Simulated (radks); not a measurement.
The numbers below are computed, except where a source is named.
Question: Species: Mg IV. Configuration: [He] 2s2 2p(up 2.75, down 2.25) (fractional occupations, a model configuration). Code: a radial shooting solver on a logarithmic mesh with Libxc functionals. Model: non-relativistic Kohn-Sham, SCAN, spin-polarised, spherical densities, point nucleus; meta-GGA in the generalised Kohn-Sham scheme. Some entries of the table are withheld. Estimate them.

orbital  occ.  eigenvalue (eV)  <r^2> (bohr^2)  r(max) (bohr)
1s up       1        -1324.324         0.02308        0.08542
1s down     1        -1323.414         0.02304        0.08539
2s up       1        -132.5631          0.5346            (1)
2s down     1        -130.9454          0.5391            (2)
2p up    2.75         -98.4081          0.5113         0.4651
2p down  2.25         -96.5132          0.5195         0.4675

Answer: 
(1) 2s up r(max) (bohr): 0.5374
(2) 2s down r(max) (bohr): 0.5386
